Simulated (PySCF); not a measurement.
**SMILES CC[O][GeH2][AsH2], C2H9AsGeO**

Geometry:
```tsv
atom	x (Å)	y (Å)	z (Å)
C1	-2.685	0.741	0.014
C2	-1.528	-0.208	0.221
O3	-0.396	0.298	-0.444
Ge4	1.126	-0.636	-0.442
As5	2.601	0.703	-1.796
H6	-3.588	0.379	0.529
H7	-2.434	1.738	0.405
H8	-2.908	0.843	-1.058
H9	-1.795	-1.215	-0.163
H10	-1.328	-0.328	1.305
H11	1.576	-0.838	1.024
H12	0.867	-2.011	-1.102
H13	2.933	1.620	-0.623
H14	3.777	-0.218	-1.472
```

Level of theory: PySCF, GIAO OPBE/pcSseg-1 magnetisability, rotational g tensor and spin-rotation constants, non-relativistic, gas phase. Geometry: PBE0-D3(BJ)/def2-SVP.

The calculation is non-relativistic, which matters for the atoms heavier than Zn.

Question: Give the nuclear spin-rotation constants along the inertial axes (H = +C I·J) beside the isotropic shieldings.

Answer: Rotational constants 4.4585, 0.7953, 0.6910 GHz. A star marks the isotopologue with that one atom substituted, in its own axes.
```
atom  isotope  Caa (kHz)  Cbb (kHz)  Ccc (kHz)  mean (kHz)  σ (ppm)
 As5     75As      4.445      0.795      0.736       1.992   1902.4
  H6       1H      0.084     -0.079     -0.078      -0.024     30.3
  H7       1H     -0.461     -0.045     -0.016      -0.174     29.9
  H8       1H     -0.454     -0.047     -0.015      -0.172     29.9
  H9       1H     -0.413     -0.041      0.004      -0.150     27.5
 H10       1H     -0.406     -0.041      0.003      -0.148     27.5
 H11       1H     -0.333     -0.030      0.003      -0.120     25.4
 H12       1H     -0.336     -0.041      0.007      -0.123     25.8
 H13       1H     -0.445     -0.079      0.009      -0.172     29.0
 H14       1H     -0.262     -0.021     -0.076      -0.120     29.4
  C1     13C*      0.615      0.109      0.113       0.279    164.8
  C2     13C*      0.737      0.187      0.172       0.365    118.7
  O3     17O*     -0.492     -0.063     -0.058      -0.204    286.0
 Ge4    73Ge*     -1.280     -0.240     -0.243      -0.588   1289.1
```
For the geometry as given, no vibrational averaging.
